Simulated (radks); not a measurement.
Isoelectronic series with 15 electrons, all held in the configuration [Ne] 3s2 3p3, which need not be the ground one along the series. Method: scalar-relativistic Kohn-Sham, LDA (Slater exchange, Perdew-Wang correlation), spin-polarised, spherical densities, finite nucleus; open shells are filled with parallel spins first (spin-orbit coupling, left out, can overturn this in heavy ions); Fermi nuclear charge, rms radius of each element as measured or else 0.836 A^(1/3) + 0.57 fm; computed with a radial shooting solver on a logarithmic mesh with Libxc functionals. Total energies (hartree) and orbital eigenvalues (hartree) (* marks an orbital that is empty in some or all of the ions):

[
 {"ion": "Ca5+", "E (hartree)": "-670.56056", "3p down*": "-3.42212", "3p up": "-3.60822", "3s down": "-4.16351", "3s up": "-4.35594", "2p down": "-15.26579"},
 {"ion": "Mn10+", "E (hartree)": "-1117.16056", "3p down*": "-9.62945", "3p up": "-9.91167", "3s down": "-10.83394", "3s up": "-11.11980", "2p down": "-32.45287"},
 {"ion": "Zn15+", "E (hartree)": "-1682.09640", "3p down*": "-18.68481", "3p up": "-19.06166", "3s down": "-20.40035", "3s up": "-20.77818", "2p down": "-56.02897"},
 {"ion": "Br20+", "E (hartree)": "-2367.45917", "3p down*": "-30.58965", "3p up": "-31.06111", "3s down": "-32.89301", "3s up": "-33.36293", "2p down": "-86.02626"},
 {"ion": "Zr25+", "E (hartree)": "-3175.88557", "3p down*": "-45.36590", "3p up": "-45.93240", "3s down": "-48.37017", "3s up": "-48.93295", "2p down": "-122.5087"},
 {"ion": "Rh30+", "E (hartree)": "-4110.57661", "3p down*": "-63.04623", "3p up": "-63.70848", "3s down": "-66.91012", "3s up": "-67.56689", "2p down": "-165.5603"},
 {"ion": "Sn35+", "E (hartree)": "-5175.36953", "3p down*": "-83.67161", "3p up": "-84.43049", "3s down": "-88.61083", "3s up": "-89.36302", "2p down": "-215.2824"},
 {"ion": "Cs40+", "E (hartree)": "-6374.8082", "3p down*": "-107.2906", "3p up": "-108.1472", "3s down": "-113.5916", "3s up": "-114.4409", "2p down": "-271.7924"}
]
